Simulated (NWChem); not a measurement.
System: Sn anion, quartet

The following NWChem deck was run.

```
start job
memory heap 200 mb stack 900 mb global 1100 mb
charge -1
geometry units angstroms noautoz
  Sn     0.000000     0.000000     0.000000
end
basis spherical
  * library def2-tzvp
end
ecp
  Sn library def2-ecp
end
dft
  odft
  mult 4
  xc xcamb88 1.00 lyp 0.81 vwn_5 0.19 hfexch 1.00
  cam 0.33 cam_alpha 0.19 cam_beta 0.46
  iterations 150
  mulliken
end
task dft gradient
```

Excerpt of the output:

```
             Northwest Computational Chemistry Package (NWChem) 7.3.0
             --------------------------------------------------------

                             Geometry "geometry" -> ""
                             -------------------------

 Output coordinates in angstroms (scale by  1.889725989 to convert to a.u.)

  No.       Tag          Charge          X              Y              Z
 ---- ---------------- ---------- -------------- -------------- --------------
    1 Sn                  50.0000     0.00000000     0.00000000     0.00000000

 Effective nuclear repulsion energy (a.u.)       0.0000000000

                                 NWChem DFT Module
                                 -----------------

 Summary of "ao basis" -> "ao basis" (spherical)
 ------------------------------------------------------------------------------
       Tag                 Description            Shells   Functions and Types
 ---------------- ------------------------------  ------  ---------------------
 Sn                        def2-tzvp                16       50   6s5p3d2f

            General Information
            -------------------
          SCF calculation type: DFT
          Wavefunction type:  spin polarized.
          No. of atoms     :     1
          No. of electrons :    23
           Alpha electrons :    13
            Beta electrons :    10
          Charge           :    -1
          Spin multiplicity:     4
          Use of symmetry is: off; symmetry adaption is: off
          Maximum number of iterations: 150
          AO basis - number of functions:    50
                     number of shells:    16
          Convergence on energy requested:  1.00D-06
          Convergence on density requested:  1.00D-05
          Convergence on gradient requested:  5.00D-04

              XC Information
              --------------
                     Hartree-Fock (Exact) Exchange  1.000
                   CAM-Becke88 Exchange Functional  1.000
                      VWN V Correlation Functional  0.190 local
              Lee-Yang-Parr Correlation Functional  0.810

           Range-Separation Parameters
           ---------------------------
           Alpha           :  0.19
           Beta            :  0.46
           Gamma           :  0.33
           Short-Range HF  :     F

             Grid Information
             ----------------
          Grid used for XC integration:  medium
          Radial quadrature: Mura-Knowles
          Angular quadrature: Lebedev.
          Tag              B.-S. Rad. Rad. Pts. Rad. Cut. Ang. Pts.
          ---              ---------- --------- --------- ---------
          Sn                  1.45      123           8.0       590
          Grid pruning is: on
          Number of quadrature shells:   123
          Spatial weights used:  Erf1

      Superposition of Atomic Density Guess
      -------------------------------------

 Sum of atomic energies:        -249.11210370

 Renormalizing density from      22.00 to     23

      Non-variational initial energy
      ------------------------------

 Total energy =    -215.087026
 1-e energy   =    -393.129591
 2-e energy   =     178.042565
 HOMO         =       0.200578
 LUMO         =       0.200578

     ---------------------------------------------
      Total Density - Mulliken Population Analysis
     ---------------------------------------------

    Atom       Charge   Shell Charges
 -----------   ------   -------------------------------------------------------
    1 Sn  22    23.00   0.27 -0.73  1.43  1.01  0.58  1.44 -0.39  6.25  0.37 -0.25  3.01  8.43  1.49  0.07  0.00  0.00

     --------------------------------------------
      Spin Density - Mulliken Population Analysis
     --------------------------------------------

    Atom       Charge   Shell Charges
 -----------   ------   -------------------------------------------------------
    1 Sn  22     3.00  -0.00  0.00  0.00  0.00 -0.00 -0.00 -0.00  0.01  0.21 -0.22  3.01 -0.00 -0.00 -0.00  0.00  0.00

   convergence    iter        energy       DeltaE   RMS-Dens  Diis-err
 ---------------- ----- ----------------- --------- --------- ---------
 d= 0,ls=0.0,diis     1   -213.9326464469 -2.14D+02  4.88D-02  7.96D-01
                                                     3.71D-02  7.09D-01
 d= 0,ls=0.0,diis     2   -214.1334142166 -2.01D-01  1.59D-02  5.10D-01
                                                     1.48D-02  4.09D-01
 d= 0,ls=0.0,diis     3   -214.2784375407 -1.45D-01  2.52D-03  1.69D-03
                                                     2.09D-03  3.75D-04
 d= 0,ls=0.0,diis     4   -214.2793609971 -9.23D-04  5.34D-04  5.19D-05
                                                     1.18D-04  5.79D-05
 d= 0,ls=0.0,diis     5   -214.2794105320 -4.95D-05  1.29D-04  1.22D-06
                                                     4.02D-05  2.03D-07
  Resetting Diis
 d= 0,ls=0.0,diis     6   -214.2794116862 -1.15D-06  1.13D-05  1.27D-08
                                                     1.04D-05  7.94D-09
 d= 0,ls=0.0,diis     7   -214.2794116979 -1.17D-08  2.98D-07  5.54D-11
                                                     8.64D-07  4.53D-11

         Total DFT energy =     -214.279411697881
      One electron energy =     -381.466669830442
           Coulomb energy =      185.353199054356
    Exchange-Corr. energy =      -18.165940921795
 Nuclear repulsion energy =        0.000000000000

 Numeric. integr. density =       23.000000013026

                    DFT Final Alpha Molecular Orbital Analysis
                    ------------------------------------------

 Vector   11  Occ=1.000000D+00  E=-1.174803D-02
              MO Center=  1.9D-14,  7.6D-15,  9.1D-15, r^2= 4.2D+00
   Bfn.  Coefficient  Atom+Function         Bfn.  Coefficient  Atom+Function
  ----- ------------  ---------------      ----- ------------  ---------------
    19      0.363090  1 Sn px                21     -0.350491  1 Sn pz
    16      0.277229  1 Sn px                18     -0.267609  1 Sn pz
    10     -0.230903  1 Sn px                12      0.222891  1 Sn pz
    13      0.213316  1 Sn px                15     -0.205914  1 Sn pz
     7     -0.032563  1 Sn px                 9      0.031433  1 Sn pz

 Vector   12  Occ=1.000000D+00  E=-1.174803D-02
              MO Center= -8.5D-16, -8.5D-15, -3.0D-15, r^2= 4.2D+00
   Bfn.  Coefficient  Atom+Function         Bfn.  Coefficient  Atom+Function
  ----- ------------  ---------------      ----- ------------  ---------------
    20      0.353097  1 Sn py                17      0.269599  1 Sn py
    21      0.259151  1 Sn pz                19      0.250683  1 Sn px
    11     -0.224548  1 Sn py                14      0.207445  1 Sn py
    18      0.197869  1 Sn pz                16      0.191403  1 Sn px
    12     -0.164804  1 Sn pz                10     -0.159419  1 Sn px

 Vector   13  Occ=1.000000D+00  E=-1.174803D-02
              MO Center=  1.4D-15, -6.2D-16,  8.2D-16, r^2= 4.2D+00
   Bfn.  Coefficient  Atom+Function         Bfn.  Coefficient  Atom+Function
  ----- ------------  ---------------      ----- ------------  ---------------
    20      0.360556  1 Sn py                17      0.275294  1 Sn py
    21     -0.254313  1 Sn pz                19     -0.244953  1 Sn px
    11     -0.229292  1 Sn py                14      0.211827  1 Sn py
    18     -0.194175  1 Sn pz                16     -0.187029  1 Sn px
    12      0.161728  1 Sn pz                10      0.155776  1 Sn px

 Vector   14  Occ=0.000000D+00  E= 2.995883D-01
              MO Center=  6.2D-15, -6.4D-16,  9.1D-15, r^2= 9.4D+00
   Bfn.  Coefficient  Atom+Function         Bfn.  Coefficient  Atom+Function
  ----- ------------  ---------------      ----- ------------  ---------------
    20     -1.049581  1 Sn py                17      1.000813  1 Sn py
    21     -0.905455  1 Sn pz                18      0.863383  1 Sn pz
    19     -0.635106  1 Sn px                16      0.605597  1 Sn px
    11     -0.160448  1 Sn py                12     -0.138415  1 Sn pz
    10     -0.097088  1 Sn px

 Vector   15  Occ=0.000000D+00  E= 2.995883D-01
              MO Center=  5.6D-14, -7.2D-14,  4.4D-14, r^2= 9.4D+00
   Bfn.  Coefficient  Atom+Function         Bfn.  Coefficient  Atom+Function
  ----- ------------  ---------------      ----- ------------  ---------------
    20     -1.098568  1 Sn py                17      1.047524  1 Sn py
    21      0.752263  1 Sn pz                19      0.743019  1 Sn px
    18     -0.717310  1 Sn pz                16     -0.708495  1 Sn px
    11     -0.167936  1 Sn py                12      0.114997  1 Sn pz
    10      0.113584  1 Sn px

 Vector   16  Occ=0.000000D+00  E= 2.995883D-01
              MO Center= -1.1D-12, -5.4D-13, -3.5D-13, r^2= 9.4D+00
   Bfn.  Coefficient  Atom+Function         Bfn.  Coefficient  Atom+Function
  ----- ------------  ---------------      ----- ------------  ---------------
    19     -1.170210  1 Sn px                16      1.115837  1 Sn px
    21      0.969062  1 Sn pz                18     -0.924035  1 Sn pz
    10     -0.178888  1 Sn px                12      0.148139  1 Sn pz
    20     -0.127893  1 Sn py                17      0.121950  1 Sn py
     7     -0.025145  1 Sn px

                     DFT Final Beta Molecular Orbital Analysis
                     -----------------------------------------

[...]

                         DFT ENERGY GRADIENTS

    atom               coordinates                        gradient
                 x          y          z           x          y          z
   1 Sn      0.000000   0.000000   0.000000   -0.000000  -0.000000  -0.000000
```

Level: CAM-B3LYP/def2-TZVP with def2 effective core potentials on Sn, spin-unrestricted. Sets without diffuse functions describe the anion's extra electron poorly. No stability test was run on the SCF state. def2 effective core potentials on Sn; no spin-orbit coupling.
